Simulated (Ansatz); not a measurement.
Input for Ansatz (a program for electronic structure): U-CCSD(T)/def2-TZVPP on LaC, 2S+1 = 4, a spin state set in the input, which need not be the lowest, a point of a bond scan (R = 2.128 Å). Elements past Kr take the def2 small-core potentials; no spin–orbit coupling.

Ansatz 0.2 input:
```yaml
crystal:
  periodic: [false, false, false]
  atoms:
    - {symbol: La, position_ang: [0.00000000, 0.00000000, 0.00000000]}
    - {symbol: C, position_ang: [0.00000000, 0.00000000, 2.12812100]}
basis:
  gaussian:
    orbitals: def2-TZVPP
magnetization: {spin_polarized: true, initial_magnetization: 3}
correlation: {method: ccsd_t, electrons: valence}
output: {orbitals: {seedname: ./end}}
```

Program output:

```
WARN ansatz: RAYON_NUM_THREADS=1 ignored (pool sized by the plan → 1); use --threads N
Functional definition: HF
integrals: 0.12 GiB planned
561 factors; integrals over basis functions are off by at most 1.0e-3 eV
mean field: 0.17 GiB planned
mean field evaluation 1: about -1869.3011 eV, gradient 2.4e1 eV
mean field evaluation 2: about -1869.4100 eV, gradient 2.4e1 eV
mean field evaluation 4: about -1873.4580 eV, gradient 2.1e0 eV
mean field evaluation 8: about -1873.5696 eV, gradient 4.8e-1 eV
mean field evaluation 16: about -1873.6225 eV, gradient 6.3e-3 eV
mean field evaluation 32: about -1873.2014 eV, gradient 5.1e-1 eV
mean field evaluation 64: about -1873.4802 eV, gradient 1.1e0 eV
mean field evaluation 96: about -1873.6225 eV, gradient 2.0e-3 eV
mean field evaluation 128: about -1872.2842 eV, gradient 1.6e-6 eV
mean field evaluation 160: about -1873.4488 eV, gradient 1.0e-3 eV
mean field evaluation 192: about -1873.4875 eV, gradient 7.0e-1 eV
mean field evaluation 224: about -1866.4299 eV, gradient 2.1e1 eV
mean field evaluation 256: about -1873.6136 eV, gradient 3.7e-1 eV
mean field evaluation 288: about -1873.2924 eV, gradient 8.3e-1 eV
mean field evaluation 320: about -1873.4487 eV, gradient 3.2e-2 eV
mean field evaluation 352: about -1873.1973 eV, gradient 1.0e0 eV
mean field evaluation 384: about -1873.2714 eV, gradient 1.0e0 eV
mean field evaluation 416: about -1873.4725 eV, gradient 8.9e-1 eV
mean field evaluation 448: about -1871.7372 eV, gradient 3.8e0 eV
mean field evaluation 480: about -1871.4775 eV, gradient 8.0e-1 eV
mean field evaluation 512: about -1872.2791 eV, gradient 1.8e-4 eV
mean field evaluation 544: about -1873.2140 eV, gradient 3.9e-1 eV
mean field evaluation 576: about -1873.1950 eV, gradient 4.5e-1 eV
mean field evaluation 608: about -1872.4713 eV, gradient 4.3e0 eV
mean field evaluation 640: about -1873.4487 eV, gradient 1.1e-2 eV
mean field evaluation 672: about -1872.9638 eV, gradient 4.5e0 eV
mean field evaluation 704: about -1873.0671 eV, gradient 1.9e-1 eV
mean field evaluation 736: about -1873.2877 eV, gradient 3.9e-1 eV
mean field evaluation 768: about -1872.9764 eV, gradient 1.7e-3 eV
mean field evaluation 800: about -1872.8513 eV, gradient 1.6e0 eV
mean field evaluation 832: about -1872.7480 eV, gradient 1.6e-1 eV
mean field evaluation 864: about -1872.7539 eV, gradient 7.6e-4 eV
mean field evaluation 896: about -1872.4972 eV, gradient 1.5e-1 eV
mean field evaluation 928: about -1872.8376 eV, gradient 1.1e0 eV
mean field evaluation 960: about -1872.2761 eV, gradient 1.6e-1 eV
mean field evaluation 992: about -1872.2791 eV, gradient 9.1e-4 eV
mean field evaluation 1024: about -1872.7455 eV, gradient 4.6e-1 eV
mean field evaluation 1056: about -1872.0354 eV, gradient 1.6e0 eV
mean field evaluation 1088: about -1872.0165 eV, gradient 7.5e-2 eV
mean field evaluation 1120: about -1871.6921 eV, gradient 1.7e-1 eV
mean field evaluation 1152: about -1872.2559 eV, gradient 3.2e-1 eV
mean field evaluation 1184: about -1871.9542 eV, gradient 6.7e-1 eV
mean field evaluation 1216: about -1871.9606 eV, gradient 3.0e-1 eV
mean field evaluation 1248: about -1871.5286 eV, gradient 1.4e-3 eV
mean field evaluation 1280: about -1871.5882 eV, gradient 9.4e-1 eV
mean field evaluation 1312: about -1870.5245 eV, gradient 5.9e-1 eV
mean field evaluation 1344: about -1866.7243 eV, gradient 1.5e0 eV
mean field evaluation 1376: about -1871.1103 eV, gradient 1.2e1 eV
mean field evaluation 1408: about -1873.3015 eV, gradient 1.2e-1 eV
mean field evaluation 1440: about -1872.9765 eV, gradient 2.2e-2 eV
mean field evaluation 1472: about -1873.0015 eV, gradient 7.5e-1 eV
mean field evaluation 1504: about -1873.0559 eV, gradient 2.5e-1 eV
mean field evaluation 1536: about -1872.5728 eV, gradient 4.6e-4 eV
mean field evaluation 1568: about -1872.5728 eV, gradient 1.7e-3 eV
mean field evaluation 1600: about -1872.0985 eV, gradient 5.4e0 eV
mean field evaluation 1632: about -1868.6367 eV, gradient 1.9e1 eV
mean field evaluation 1664: about -1869.7767 eV, gradient 7.8e0 eV
mean field evaluation 1696: about -1870.5814 eV, gradient 8.6e0 eV
mean field evaluation 1728: about -1872.2842 eV, gradient 4.3e-6 eV
mean field -1873.62250811 eV, -68.8543571861 hartree, gradient 2.4e-6 eV, S^2 4.044663; 38 other end points of the search recorded, 0 dependent functions left out
determinant -1873.62250811 eV, -68.8543571861 hartree, with singles and doubles -1883.13202144 eV, -69.2038253552 hartree
determinant -1873.44877832 eV, -68.8479727342 hartree, with singles and doubles -1882.31522095 eV, -69.1738084907 hartree
determinant -1873.30376481 eV, -68.8426435859 hartree, with singles and doubles -1882.48671091 eV, -69.1801106306 hartree
determinant -1873.07696847 eV, -68.8343089740 hartree, with singles and doubles -1881.72383895 eV, -69.1520756034 hartree
determinant -1872.97643606 eV, -68.8306144763 hartree, with singles and doubles -1881.67237386 eV, -69.1501842958 hartree
determinant -1872.85861162 eV, -68.8262845077 hartree, with singles and doubles -1882.40009637 eV, -69.1769276048 hartree
determinant -1872.75391920 eV, -68.8224371323 hartree, with singles and doubles -1882.36927887 eV, -69.1757950826 hartree
determinant -1872.72128307 eV, -68.8212377766 hartree, with singles and doubles -1882.34970739 eV, -69.1750758443 hartree
determinant -1872.57357559 eV, -68.8158096271 hartree, with singles and doubles -1881.19131654 eV, -69.1325057657 hartree
determinant -1872.57283576 eV, -68.8157824388 hartree, with singles and doubles -1881.19198210 eV, -69.1325302245 hartree
determinant -1872.48790601 eV, -68.8126613280 hartree, with singles and doubles -1881.95899121 eV, -69.1607172893 hartree
determinant -1872.28421881 eV, -68.8051759614 hartree, with singles and doubles -1881.00547177 eV, -69.1256760963 hartree
determinant -1872.27912984 eV, -68.8049889453 hartree, with singles and doubles -1881.60775905 eV, -69.1478097455 hartree
determinant -1872.01722211 eV, -68.7953640138 hartree, with singles and doubles -1881.43347152 eV, -69.1414047971 hartree
determinant -1871.97948455 eV, -68.7939771841 hartree, with singles and doubles -1880.69150219 eV, -69.1141379270 hartree
determinant -1871.90883593 eV, -68.7913808952 hartree, with singles and doubles -1880.30937921 eV, -69.1000951666 hartree
determinant -1871.84720947 eV, -68.7891161646 hartree, with singles and doubles -1880.31959174 eV, -69.1004704699 hartree
determinant -1871.69984501 eV, -68.7837006204 hartree, with singles and doubles -1880.31381679 eV, -69.1002582446 hartree
determinant -1871.52864002 eV, -68.7774089532 hartree, with singles and doubles -1880.63642854 eV, -69.1121140078 hartree
determinant -1871.45693530 eV, -68.7747738531 hartree, with singles and doubles -1880.95514577 eV, -69.1238266498 hartree
determinant -1870.51897694 eV, -68.7403045194 hartree, with singles and doubles -1879.60666753 eV, -69.0742709886 hartree
determinant -1870.32203100 eV, -68.7330668893 hartree, with singles and doubles -1879.27856701 eV, -69.0622135167 hartree
1 core orbitals not correlated
reference -1873.62250811 eV, -68.8543571861 hartree; 9, 6 occupied and 77, 80 virtual orbitals, 561 factors
second order -8.80286323 eV of doubles, -0.00000000 eV of singles
coupled cluster: 0.40 GiB planned
cycle   1  -9.48208685 eV  change   -3.5e-1 eV  update   2.4e-2
cycle   2  -9.50612197 eV  change   -2.4e-2 eV  update   8.1e-3
cycle   3  -9.50973256 eV  change   -3.6e-3 eV  update   5.0e-3
cycle   4  -9.51876519 eV  change   -9.0e-3 eV  update   3.2e-3
cycle   5  -9.52258719 eV  change   -3.8e-3 eV  update   1.7e-3
cycle   6  -9.52477282 eV  change   -2.2e-3 eV  update   8.1e-4
cycle   7  -9.52517636 eV  change   -4.0e-4 eV  update   4.7e-4
cycle   8  -9.52536521 eV  change   -1.9e-4 eV  update   3.3e-4
cycle   9  -9.52528191 eV  change    8.3e-5 eV  update   2.3e-4
cycle  10  -9.52517856 eV  change    1.0e-4 eV  update   1.4e-4
cycle  11  -9.52518153 eV  change   -3.0e-6 eV  update   7.5e-5
cycle  12  -9.52516676 eV  change    1.5e-5 eV  update   4.0e-5
cycle  13  -9.52517435 eV  change   -7.6e-6 eV  update   2.1e-5
cycle  14  -9.52517143 eV  change    2.9e-6 eV  update   1.1e-5
coupled cluster: 0.40 GiB planned
perturbative correction -0.53634095 eV, -0.0197101665 hartree
Total energy: -1883.68402049 eV, -69.2241109463 hartree
```

Self-consistency was reached. Its determinant has ⟨S²⟩ = 4.04, a mixture of spin states.

Cost: about 80 core-seconds (a rough figure).
